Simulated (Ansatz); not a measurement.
Ta₂O₂⁺. Charge 1, multiplicity 4. Geometry PBE0-D4/def2-TZVP; atoms count from 1.

```xyz
4

Ta   -0.964    0.713    0.035
Ta    0.885   -0.754    0.297
O    -0.828   -1.135   -0.516
O     0.907    1.176    0.184
```

In the def2 sets Ta takes a core potential; there is no spin–orbit coupling. At PBE0-D4/def2-TZVP a doublet of charge 1 lies 0.44 eV below the quartet, each at its own geometry. The structure comes from a short search, and lower isomers may exist.

Q: Estimate the Mulliken populations from the PBE0/def2-TZVP orbitals of Ansatz.

A: 
```json
{"atom": "Ta1", "charge (e)": "1.02", "spin (α − β)": "1.41", "d electrons": "3.00"}
{"atom": "Ta2", "charge (e)": "1.02", "spin (α − β)": "1.41", "d electrons": "3.00"}
{"atom": "O3", "charge (e)": "-0.52", "spin (α − β)": "0.09", "d electrons": "–"}
{"atom": "O4", "charge (e)": "-0.52", "spin (α − β)": "0.09", "d electrons": "–"}
```
Mulliken values and Mayer orders depend strongly on the basis.

Q: Where does the spin sit?

A: Summed by element: Ta 2.83, O 0.17, of 3 unpaired in all. Largest on single atoms: Ta2 1.41, Ta1 1.41, O3 0.09.

Q: And the Mayer bond orders between bonded heavy atoms (over 0.3)?

A: Ta1–Ta2 1.72 (2.38 Å); Ta1–O3 1.07 (1.93 Å); Ta1–O4 1.07 (1.93 Å); Ta2–O3 1.07 (1.93 Å); Ta2–O4 1.07 (1.93 Å).
